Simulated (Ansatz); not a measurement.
Basis-set extrapolation for `C[S][Mg][F]` (PBE0-D4/def2-TZVP geometry, frozen core, Ansatz 0.2.0). Multiplicity 1, RHF reference. For Mg the program correlates outer-core shells too, which these sets cover unevenly, so the extrapolated numbers aren't a true limit.

```csv
,def2-TZVPP,def2-QZVPP
HF,-736.368590,-736.396787
MP2 correlation,-0.804097,-0.897545
CCSD(T) correlation,-0.861893,not run
```

Energies in hartree. Use E(X) = E(∞) + A·exp(−7.88·√X) for Hartree–Fock and E(X) = E(∞) + B·X^(−2.97) for correlation, with X = 3 and 4, and add CCSD(T) minus MP2 of the smaller set to the MP2 limit.

What is the CCSD(T) energy at the basis-set limit?

HF limit: -736.396787 + (-0.028197) × 0.13774 = -736.40067. MP2 limit: -0.897545 + (-0.093448) × 0.74074 = -0.96677. Higher-order term: -0.861893 − (-0.804097) = -0.05780. Total: -737.42524 hartree, 511.3 kJ/mol below CCSD(T)/def2-TZVPP.
